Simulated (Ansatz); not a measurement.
[Co(H2O)6]2+ (CoO₆H₁₂²⁺), 19 atoms. Hardware: 4 threads of Intel Xeon 6975P-C on a shared host.

Correlated methods freeze 11 core orbitals; core or outer-core shells of Co are correlated, in sets that lack core-valence functions.

(1) How many basis functions does each of these Ansatz runs have, and roughly what does it cost? PBE-D4/def2-TZVP, charge 1 triplet at the geometry of the charge 2 quartet, energy, from earlier orbitals; B2PLYP/def2-TZVP, charge 2 doublet, energy, from earlier orbitals; B2PLYP/def2-TZVP, charge 2 quartet, energy and forces, from earlier orbitals; PBE0-D4/def2-TZVP, charge 3 quintet at the geometry of the charge 2 quartet, energy; r2SCAN-D4/def2-SVP, charge 2 doublet, relaxation, 11 steps; PBE0-D4/def2-SVP, charge 2 doublet, energy with a search over starts; PBE-D4/def2-TZVP, charge 2 doublet, energy, from earlier orbitals; MP2/def2-TZVP, charge 2 quartet, energy, from earlier orbitals; PBE0-D4/def2-TZVP, charge 2 doublet, energy, from earlier orbitals; MP2/def2-TZVP, charge 2 doublet, energy, from earlier orbitals; r2SCAN-D4/def2-TZVP, charge 2 quartet, energy, from earlier orbitals; B97M-V/def2-TZVP, charge 2 quartet, energy, from earlier orbitals.

## Answers

(1) Other jobs shared the machine, so times can vary by a factor of up to 3. A dash marks memory too small to be measured apart from the calling script's.

```
                                                                                                      run  functions  fitting or Cholesky vectors  wall time  peak host memory (GiB)
PBE-D4/def2-TZVP, charge 1 triplet at the geometry of the charge 2 quartet, energy, from earlier orbitals        303                         1888      5.5 s                       –
                                        PBE-D4/def2-TZVP, charge 2 doublet, energy, from earlier orbitals        303                         1888       11 s                     1.3
                                           MP2/def2-TZVP, charge 2 quartet, energy, from earlier orbitals        303                         2267       12 s                     1.3
                                     r2SCAN-D4/def2-TZVP, charge 2 quartet, energy, from earlier orbitals        303                         1888       19 s                     1.4
                                       PBE0-D4/def2-TZVP, charge 2 doublet, energy, from earlier orbitals        303                         1969       29 s                     2.3
                      PBE0-D4/def2-TZVP, charge 3 quintet at the geometry of the charge 2 quartet, energy        303                         1969       30 s                     2.2
                                           MP2/def2-TZVP, charge 2 doublet, energy, from earlier orbitals        303                         2267       32 s                     1.6
                                        B2PLYP/def2-TZVP, charge 2 doublet, energy, from earlier orbitals        303                         2267       32 s                     1.6
                                     PBE0-D4/def2-SVP, charge 2 doublet, energy with a search over starts        175                         1732       33 s                    0.92
                                        B97M-V/def2-TZVP, charge 2 quartet, energy, from earlier orbitals        303                         1888       35 s                     1.7
                                               r2SCAN-D4/def2-SVP, charge 2 doublet, relaxation, 11 steps        175                         1940       42 s                       –
                             B2PLYP/def2-TZVP, charge 2 quartet, energy and forces, from earlier orbitals        303                         2267       50 s                     1.9
```
